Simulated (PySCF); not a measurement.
# EPR parameters of [C4H2F2O2]-

C4H2F2O2 (charge -1 and doublet state).
Z-matrix (Å and degrees, GFN2-xTB geometry), rows numbered from 1:
```
O 
C   1  1.3853
C   2  1.3657  1  132.81
F   3  1.3724  2  124.64  1    -1.61
C   3  1.3937  2  109.30  1   178.80
C   5  1.4441  3  106.41  2    -5.01
F   6  1.4866  5  114.39  3   122.78
O   2  1.3719  1  116.94  3   176.55
H   1  0.9626  2  104.29  3   174.77
H   5  1.0709  3  127.22  2  -177.61
```

The hyperfine couplings belong to this conformer and change with its torsions.

Identity: `OC1=C(F)[CH][C-](F)O1` [radical] (charge -1).

Computed with PySCF, UKS B3LYP, pcH-1 on C F H O, non-relativistic, mean-field spin-orbit, GIAO. Whether the extra electron is bound in the gas phase wasn't checked; a finite basis holds it in any case. The geometry wasn't refined by DFT: couplings that depend on bond lengths, twists or pyramidal angles can differ widely from those at the functional's own minimum, by a factor of two or more for some ions and for spin on atoms past the first row. Stability of the SCF solution: not tested.

| Quantity | Value |
| --- | --- |
| g1, g2, g3 | 2.00150, 2.00328, 2.00372 |
| g_iso | 2.00284 |
| Form of g | rhombic: the two nearest values differ by 20 % of g3 − g1 |
| ⟨S²⟩ | 0.7599 (exact 0.7500) |
| α and β electrons | 31, 30 |
| Basis functions | 220 |

Hyperfine couplings atom by atom, in 10⁻⁴ cm⁻¹; T1 to T3 are the principal values of the dipolar part (1 × 10⁻⁴ cm⁻¹ = 2.998 MHz):

| atom | isotope | a_iso | T1 | T2 | T3 | Mulliken spin population |
| --- | --- | --- | --- | --- | --- | --- |
| O1 | 17O | -1.8 | -4.3 | 2.0 | 2.3 | 0.02 |
| C2 | 13C | 11.8 | -7.8 | -7.0 | 14.8 | 0.22 |
| C3 | 13C | -5.8 | -5.1 | 2.4 | 2.7 | -0.09 |
| F4 | 19F | -0.1 | -11.8 | 2.5 | 9.3 | 0.00 |
| C5 | 13C | 12.5 | -9.3 | -8.5 | 17.8 | 0.31 |
| C6 | 13C | 149.9 | -13.9 | -10.0 | 23.9 | 0.42 |
| F7 | 19F | 270.4 | -72.6 | -66.8 | 139.4 | 0.07 |
| O8 | 17O | -18.5 | -12.7 | 6.3 | 6.4 | 0.06 |
| H9 | 1H | -0.7 | -1.1 | -0.4 | 1.6 | 0.00 |
| H10 | 1H | -4.9 | -4.4 | -0.9 | 5.3 | -0.01 |

The largest Mulliken spin populations are on C6 (+0.42), C5 (+0.31), C2 (+0.22) and C3 (-0.09). Three atoms exceed +0.15. The positive populations add up to 1.11 and the negative ones to -0.11, together 2S = 1.

C5, the radical centre as drawn in `OC1=C(F)[CH][C-](F)O1`, holds a spin population of +0.31 out of 1.

Under fast tumbling the dipolar parts average out, and these isotropic splittings remain: 1 × 19F (F7, I = 1/2, 2 lines) with 28.92 mT, 1 × 1H (H10, I = 1/2, 2 lines) with 0.52 mT and 1 × 1H (H9, I = 1/2, 2 lines) with 0.07 mT.

The 17O coupling of O8 (-55.5 MHz) shows only in satellite lines or after enrichment, since that isotope makes up about 0.038 % of natural oxygen.

The 13C coupling of C6 (449.5 MHz) shows only in satellite lines or after enrichment, since that isotope makes up about 1.07 % of natural carbon.
